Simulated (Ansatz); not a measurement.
Isolated molecules relaxed with PBE0-D4/def2-TZVP in Ansatz; ΔE leaves out vibrations. CBS: MP2 limit from def2 TZ/QZ plus the TZ coupled-cluster correction, frozen cores. This one scheme is used for every species. Functionals use def2-TZVPP. B3LYP here is the variant with VWN-RPA as its local correlation; programs differ in this. One conformer a species, not always the lowest.

Consider the ligand exchange at the Al–S bond: `[CH3][AlH][S][SiH3]` + H₂S → `[CH3][AlH][SH]` + `[SiH3]S`.

Q: Is it downhill or uphill in electronic energy at CCSD(T)/CBS, and by how much? (An estimate is asked.)

A: Ansatz gave: Uphill: ΔE = +0.08 eV.

Q: What do these levels give: PBE-D4, r2SCAN-D4, B3LYP-D4, ωB97X-V, B2PLYP, PBE0, B3LYP, SCS-MP2/def2-TZVPP, CCSD(T)/def2-TZVPP, HF/def2-QZVPP, SCS-MP2/def2-QZVPP, HF/CBS(def2)? (An estimate is asked.)

A: The calculation gave: PBE-D4 0.06, r2SCAN-D4 0.06, B3LYP-D4 0.07, ωB97X-V 0.06, B2PLYP 0.03, PBE0 0.02, B3LYP -0.01, SCS-MP2/def2-TZVPP 0.07, CCSD(T)/def2-TZVPP 0.07, HF/def2-QZVPP 0.00, SCS-MP2/def2-QZVPP 0.07, HF/CBS(def2) 0.00 eV.

Largest T1 diagnostic among the species: 0.011.

In def2-TZVPP, CCSD(T) changes the Hartree–Fock value by +0.07 eV (the triples alone add +0.01 eV) and MP2 by +0.09 eV. The D4 term adds +0.08 eV with B3LYP and +0.05 eV with PBE0; it sums over pairs of atoms, weighted by their polarisabilities, and B3LYP, whose exchange is more repulsive, gets the larger term.
